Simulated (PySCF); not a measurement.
AsF2GaH2, SMILES [F][Ga]([F])[AsH2]. Geometry optimised at PBE0-D3(BJ)/def2-SVP.

Q: Give the equilibrium geometry at PBE0-D3(BJ)/def2-SVP (PySCF confirms it by a frequency run) as bond lengths and angles, and its point group. (An estimate is asked for; the answer gives what the named calculation found.)

A: point group Cs.
Atoms: Ga1 As2 H3 H4 F5 F6. Bonded distances (Å): Ga1–As2 2.385, Ga1–F5 1.749, Ga1–F6 1.749, As2–H3 1.525, As2–H4 1.525. Angles (°): As2–Ga1–F5 124.0, As2–Ga1–F6 124.0, F5–Ga1–F6 112.0, Ga1–As2–H3 89.6, Ga1–As2–H4 89.6, H3–As2–H4 92.8.
Charge 0, spin multiplicity 1.
